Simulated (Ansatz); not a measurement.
Mulliken charges of `N=C(F)B(F)Cl` from B3LYP/def2-TZVPP in Ansatz (PBE0-D4/def2-TZVP geometry).

```json
{"atom": "N1", "x (Å)": "0.889", "y (Å)": "-1.241", "z (Å)": "0.175", "charge (e)": "-0.201"}
{"atom": "C2", "x (Å)": "-0.085", "y (Å)": "-0.459", "z (Å)": "0.145", "charge (e)": "0.126"}
{"atom": "F3", "x (Å)": "-1.328", "y (Å)": "-0.834", "z (Å)": "0.511", "charge (e)": "-0.186"}
{"atom": "B4", "x (Å)": "0.051", "y (Å)": "1.045", "z (Å)": "-0.326", "charge (e)": "0.385"}
{"atom": "F5", "x (Å)": "1.224", "y (Å)": "1.483", "z (Å)": "-0.699", "charge (e)": "-0.188"}
{"atom": "Cl6", "x (Å)": "-1.319", "y (Å)": "2.111", "z (Å)": "-0.355", "charge (e)": "-0.098"}
{"atom": "H7", "x (Å)": "0.630", "y (Å)": "-2.172", "z (Å)": "0.503", "charge (e)": "0.161"}
```

Task: By hand: the dipole of these point charges (1 e Å = 4.8032 D).

Result: Σ q r = (0.078, -0.086, 0.010) e Å, of length 0.117 e Å = 0.56 D.

Task: How does the dipole of the full density compare? (Estimate.)

Result: Ansatz gave: (-0.149, -0.120, 0.066) e Å, 0.97 D; the point charges give 0.58 times that, at 92° from its direction.

Point charges leave out the atoms' own dipoles, such as those of lone pairs, and Mulliken's split depends on the basis, so the two needn't agree.

B3LYP here is the variant with VWN-RPA as its local correlation; programs differ in this.
